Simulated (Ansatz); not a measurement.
Isolated molecules relaxed with PBE0-D4/def2-TZVP in Ansatz; ΔE leaves out vibrations. CCSD(T)/CBS is the MP2 limit (def2-TZVPP, def2-QZVPP) plus CCSD(T) − MP2 in def2-TZVPP, frozen cores. This one scheme is used for every species. Functionals use def2-TZVPP. HSE06 is defined as in plane-wave codes. One conformer a species, not always the lowest.

Reaction (formal exchange of groups at a B–B bond): `FB(Cl)B1O[SiH]1F` + `CC` → `CCB(F)Cl` + `F[SiH]1BO1`

```csv
level,ΔE (kcal/mol)
HSE06-D4,-3.4
PBE-QIDH,-4.8
BLYP,-1.6
r2SCAN0,-4.8
```

(1) What does CCSD(T)/CBS give? (An estimate is asked.)

Largest T1 diagnostic among the species: 0.015.

## Answers

(1) Ansatz gave: -4.9 kcal/mol. The listed levels differ from it by 1.5, 0.1, 3.3, 0.1 kcal/mol.

At CCSD(T), def2-SVP lies +0.9 kcal/mol from the extrapolated value and def2-TZVPP +0.5 kcal/mol. From PBE to PBE0 (25 % exact exchange), in def2-TZVPP and without D4, ΔE moves by −1.5 kcal/mol. Leaving LDA and LC-ωPBE aside and taking each functional with its dispersion term where it has one, the values, not all of them listed here, spread over 3.7 kcal/mol, from ωB97M-V to revPBE-D4. LDA lies −2.0 kcal/mol from PBE without D4.

CCSD(T)/CBS has its own doubt, a few kJ/mol and more with outer-core shells, so smaller differences from it don't rank the levels.
